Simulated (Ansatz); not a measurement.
System: SrCl2 (charge +1, doublet). 
Coordinates optimised at B3LYP-D3(BJ)/def2-TZVP (Ansatz, a program for electronic structure):
```
Sr
Cl 1 2.6641
Cl 1 2.6641 2 61.68
```
Charge +1, spin multiplicity 2.

Total electronic energies in hartree. Cores are frozen in the correlated levels unless marked. UHF or UKS for open shells. Spin-orbit coupling is left out. The frozen core is the preceding noble-gas configuration, with the filled d and f shells of earlier blocks. The outer core of K, Ca and their heavier congeners is not correlated, a term that matters for these elements. Past Kr the def2 sets carry scalar-relativistic core potentials. CBS(X,Y): correlation extrapolated as X^-3; Hartree-Fock from the larger set. The program attaches cautions to a run behind CCSD/def2-SVP: other roots.

```json
[
 {"level": "PBE/def2-TZVPD", "program": "Ansatz", "energy (Eh)": "-950.60950"},
 {"level": "revPBE/def2-TZVPD", "program": "Ansatz", "energy (Eh)": "-950.84531"},
 {"level": "B3LYP-D4/def2-TZVPD", "program": "Ansatz + dftd4", "energy (Eh)": "-951.02874"},
 {"level": "PBE0-D3(BJ)/def2-TZVP", "program": "Ansatz + dftd3", "energy (Eh)": "-950.67315"},
 {"level": "CAM-B3LYP-D3(BJ)/def2-TZVPD", "program": "Ansatz + dftd3", "energy (Eh)": "-950.97973"},
 {"level": "B2PLYP/def2-TZVPD", "program": "Ansatz", "energy (Eh)": "-950.60062"},
 {"level": "CCSD/def2-SVP", "program": "Ansatz", "energy (Eh)": "-949.22988"},
 {"level": "CCSD/def2-QZVPP", "program": "Ansatz", "energy (Eh)": "-949.73840"},
 {"level": "CCSD(T)/CBS(def2-TZVPP,def2-QZVPP)", "program": "Ansatz", "energy (Eh)": "-949.7921"}
]
```

Totals of different functionals don't rank their quality; only differences between species are comparable.
